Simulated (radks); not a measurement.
Problem. The table gives one normalised radial function P(r) = r R(r) of Mg in [Ne] 3s2 (r in bohr). Method: scalar-relativistic Kohn-Sham, r2SCAN, spin-polarised, spherical densities, finite nucleus; meta-GGA in the generalised Kohn-Sham scheme; Fermi nuclear charge, rms radius 3.057 fm; computed with a radial shooting solver on a logarithmic mesh with Libxc functionals.

r             P
0.007828  0.0032
0.0114    0.0066
0.01647   0.0133
0.02399   0.0268
0.03494   0.0532
0.05089   0.1028
0.07412   0.1908
0.1071    0.3317
0.156     0.5415
0.2272    0.8028
0.3309    1.0466
0.478     1.1537
0.6963    1.0327
1.014     0.7113
1.477     0.3498
2.134     0.1142
3.108     0.0219
4.527     0.0018
6.593     0.0001
9.525     0.0000

Which n and l does it have? It may be an empty orbital.

Solution. n = 2, l = 1: the number of nodes gives n - l - 1 = 0, the rise at small r (about r^(l+1)) gives l, and the extent must fit the shell. The curve is that of 2p. 2p: eigenvalue -48.130 eV, 0 radial nodes, <r> = 0.687 bohr, 90 % of the charge inside 1.17 bohr.
